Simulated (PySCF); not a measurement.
Computed with ωB97X-D3(BJ)/def2-TZVP // PBE0-D3(BJ)/def2-SVP in PySCF 2.14.0. All species are isolated molecules in the gas phase. One relaxed conformer stands for a flexible species; it need not be the lowest. Excitations are Tamm–Dancoff values on a coarser integration grid. The basis has no diffuse functions, so Rydberg states are missing or too high.

Reference species (SMILES): `[Cl][Sn]([Cl])([Cl])[Cl]` (neutral, multiplicity 1).

HOMO: -12.30 eV
brightest of the four lowest singlets (TDA): 6.12 eV

Changed species: `[Cl][Sn]([Cl])([CH2]C)[CH2]C` (C–C–Sn–Cl torsion 56°, Cl–Sn–C–C torsion -56°) (2 of 4 Cl replaced by C2H5; the reference has 0 of 4 Cl replaced by C2H5).

**Question.** Predict the effect on the HOMO and brightest of the four lowest singlets (TDA).

**Answer.** the HOMO increases by 2.10 eV, to -10.20 eV; the brightest of the four lowest singlets (TDA) goes up by 0.60 eV, to 6.72 eV.
